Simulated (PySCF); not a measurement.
## SiI₃: from structure and modes to constants

Level of theory: UPBE0/[Si def2-SVP, I def2-SVP with ECP28], scalar-relativistic core potentials, density fitting, no spin–orbit coupling, PySCF.

The doublet minimum has C3v symmetry. Masses (u): Si 27.97693, I 126.90447.

```xyz
4
charge 0 multiplicity 2, angstrom
Si    0.0000    0.0000   -0.7097
I     2.3362    0.0000    0.0531
I    -1.1681    2.0232    0.0531
I    -1.1681   -2.0232    0.0531
```

Harmonic wavenumbers (cm⁻¹): 69.1 (e, ×2), 112.3 (a1, ×1), 267.6 (a1, ×1), 398.1 (e, ×2).

Task: Find the principal moments of inertia and the rotational constants. What kind of rotor is it?

Result: About the centre of mass I = 1054.1, 1054.1, 2077.8 u Å². With B = 16.8576/I this gives 0.01599, 0.01599, 0.008113 cm⁻¹. The molecule is an oblate symmetric top.

Task: What is the harmonic zero-point energy?

Result: Half the sum of all 6 wavenumbers, 1314/2 = 657 cm⁻¹, which is 7.9 kJ/mol (1 cm⁻¹ = 0.0119627 kJ/mol).

Other isomers or separated fragments may lie lower. Spin–orbit coupling, left out here, can matter for elements this heavy.
